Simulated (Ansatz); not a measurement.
Consider the formal exchange of groups at a B–Cl bond: `CB(C)Cl` + `C[SiH3]` → `CB(C)C[SiH3]` + HCl.

Computed with Ansatz on PBE0-D4/def2-TZVP structures; ΔE is electronic, products minus reactants. CCSD(T)/CBS adds triple-zeta CCSD(T) − MP2 to the extrapolated MP2 energy (def2 sets, frozen cores). This one scheme is used for every species. DFT in def2-TZVPP. HSE06 is defined as in plane-wave codes. One conformer a species, not always the lowest.

```csv
level,ΔE (kJ/mol),difference from CCSD(T)/CBS
PBE-D4,85.4,1.3
revPBE-D4,82.6,-1.5
BLYP-D4,86.5,2.4
r2SCAN-D4,89.1,5.0
PBE0-D4,85.2,1.1
HSE06-D4,85.5,1.4
BHLYP-D4,88.2,4.1
r2SCAN,91.1,7.0
r2SCANh,91.0,6.9
BHLYP,95.3,11.2
MP2/def2-SVP,94.7,10.6
CCSD/def2-SVP,94.2,10.1
HF/def2-QZVPP,99.2,15.1
SCS-MP2/def2-QZVPP,87.9,3.8
HF/CBS(def2),99.1,15.0
MP2/CBS(def2),86.5,2.4
CCSD(T)/CBS,84.1,0
```

What do rigid-rotor, harmonic-oscillator terms from PBE0-D4/def2-TZVP frequencies (298.15 K, 1 bar) make of the CCSD(T)/CBS value? (Estimate.)

Computed: ΔZPE = -8.2 kJ/mol, ΔH = +78.4 kJ/mol, ΔS = -6 J/(mol·K), ΔG = +80.2 kJ/mol.

Largest T1 diagnostic among the species: 0.010.

Leaving LDA and LC-ωPBE aside and taking each functional with its dispersion term where it has one, the values, not all of them listed here, spread over 10.0 kJ/mol, from revPBE-D4 to B2PLYP. LDA lies −7.9 kJ/mol from PBE without D4. The D4 term adds −8.7 kJ/mol with B3LYP and −5.3 kJ/mol with PBE0; it sums over pairs of atoms, weighted by their polarisabilities, and B3LYP, whose exchange is more repulsive, gets the larger term. In def2-TZVPP, CCSD(T) changes the Hartree–Fock value by −16.1 kJ/mol (the triples alone add −0.8 kJ/mol) and MP2 by −13.8 kJ/mol.

B3LYP here is the variant with VWN-RPA as its local correlation; programs differ in this.
